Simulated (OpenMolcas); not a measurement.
**Eu2+: from CASSCF to CASPT2**

* Program: OpenMolcas
* Basis: ANO-RCC-VDZP [7s6p4d2f1g]
* Scalar Hamiltonian: DKH2, point nucleus
* Active space: 7 electrons in 7 orbitals (4f)
* State averaging: 2S+1 = 8 odd, 1 root; 2S+1 = 6 odd, 48 roots; 2S+1 = 4 odd, 392 roots (278 in the spin-orbit step); 2S+1 = 2 odd, 397 roots kept (CI in the orbitals of an earlier block, 293 in the spin-orbit step)
* Spin-orbit coupling: RASSI with atomic mean-field integrals over the reference wave functions, term energies averaged over their components

Methods on the same reference wave functions:
A. CASSCF
B. SS-CASPT2, IPEA 0.25 Eh, imaginary shift 0.1 Eh (closed shells correlated: 5s 5p)

Energies in cm⁻¹ above 4f⁷ ⁸S°_7/2, the measured ground level; measured values from Martin, Zalubas and Hagan, Atomic Energy Levels: The Rare-Earth Elements, NSRDS-NBS 60 (1978).

| Level | A | B | Measured |
| --- | --- | --- | --- |
| 4f⁷ ⁸S°_7/2 | 0.0 | 0.0 | 0.0 |
| 4f⁷ ⁶P°_7/2 | 36110 | 31550 | 28200 |
| 4f⁷ ⁶P°_5/2 | 36493 | 31930 |  |
| 4f⁷ ⁶P°_3/2 | 36887 | 32330 |  |
| 4f⁷ ⁶I°_7/2 | 39228 | 36390 |  |
| 4f⁷ ⁶I°_9/2 | 39474 | 36680 |  |
| 4f⁷ ⁶I°_17/2 | 39619 | 36880 | 32073 |
| 4f⁷ ⁶I°_11/2 | 39684 | 36920 | 32180 |
| 4f⁷ ⁶I°_13/2 | 39814 | 37070 |  |
| 4f⁷ ⁶I°_15/2 | 39817 | 37090 | 32308 |
| 4f⁷ ⁶D°_9/2 | 44279 | 39750 |  |
| 4f⁷ ⁶D°_1/2 | 44844 | 40380 |  |
| 4f⁷ ⁶D°_7/2 | 44985 | 40440 |  |
| 4f⁷ ⁶D°_3/2 | 45028 | 40540 |  |
| 4f⁷ ⁶D°_5/2 | 45151 | 40630 |  |
| 4f⁷ ⁶G°_11/2 [51 %] | 57916 | 51840 |  |
| 4f⁷ ⁶G°_13/2 | 59425 | 53480 |  |
| 4f⁷ ⁴D°_1/2(1) [56 %] | 59574 | 53180 |  |
| 4f⁷ ⁴N°_17/2 [73 %] | 60133 | 57520 |  |
| 4f⁷ ⁴N°_19/2 | 60799 | 58370 |  |
| 4f⁷ ⁴N°_23/2 | 60880 | 58560 |  |
| 4f⁷ ⁴N°_21/2 | 61101 | 58760 |  |
| 4f⁷ ⁶F°_5/2 [69 %] | 61977 | 55710 |  |
| 4f⁷ ⁶F°_3/2 [67 %] | 62282 | 55940 |  |

Deviations, from unrounded energies. A percentage is the sum of absolute deviations over the sum of measured energies, with the sign that they share, or ± where signs differ.

| Against measurement | Levels | A | B |
| --- | --- | --- | --- |
| mean absolute deviation (cm-1) | 4 | 7600 | 4400 |
| other terms of the ground configuration (%) | 4 | +24.4 | +14.2 |

B lies closest to measurement on these levels. The largest miss of B in the table is 4f⁷ ⁶I°_17/2, by +4800 cm-1. The ranking rests on the paired levels alone, and a cruder setting can come out closer through cancelling errors.

From A to B the spin-free energies of the other terms of 4f⁷ shown, above ⁸S°, scale by factors of 0.88 to 0.96, as is usual when dynamic correlation screens the repulsion within a d or f shell.

The lowest spin-free term lies below A's lowest term by 0.451 hartree in B.

Term energies are means over components that CASPT2 splits; among the terms shown or strongly mixed into the levels shown the widest spread is 160 cm-1 (4f⁷ ⁴N°, B). High states are left out of the spin-orbit mixing, which shifts the levels that they would mix with. Without dynamic correlation excited terms often stand tens of per cent too high (terms of higher spin than the ground term too low), and those without a measured partner can miss by more than the paired ones (holds for A). Measured partners are found by configuration, term and J. A level has none where our copy of the source lacks it or the pairing is in doubt (some pairs that miss far off the trend of their configuration count as doubtful), and it then counts in no deviation. Levels of configurations outside the active space are missing. The table leaves out levels that lie high or whose names do not pair safely across all columns.

A share in square brackets marks a mixed level and gives the weight of the term that names it, the lowest over the columns. A number in round brackets counts repeated terms of one configuration in the order of the reference energies. ° marks odd parity.
